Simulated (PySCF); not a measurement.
SbI₃: umbrella curve

Level of theory: PySCF, PBE0, basis Sb def2-SVP with ECP28, I def2-SVP with ECP28 (scalar-relativistic core potentials, no spin–orbit coupling, density fitting).

Rigid scan from the singlet minimum (Sb–I 2.736 Å (×3); I–Sb–I 99.9° (×3)). Coordinate: angle between each bond and the threefold axis, bonds fixed. Energies in kJ/mol from the minimum.

| angle of the bonds to the threefold axis (°) | E (kJ/mol) | dipole size (D) |
| --- | --- | --- |
| 55 | 22.2 | 2.26 |
| 60 | 2.2 | 1.91 |
| 65 | 3.0 | 1.56 |
| 70 | 19.5 | 1.25 |
| 75 | 48.9 | 0.95 |
| 80 | 85.8 | 0.68 |
| 85 | 122.9 | 0.39 |
| 90 | 140.9 | 0.00 |

With the bonds held, the planar shape lies 140.9 kJ/mol from the minimum.

Other isomers or separated fragments may lie lower.
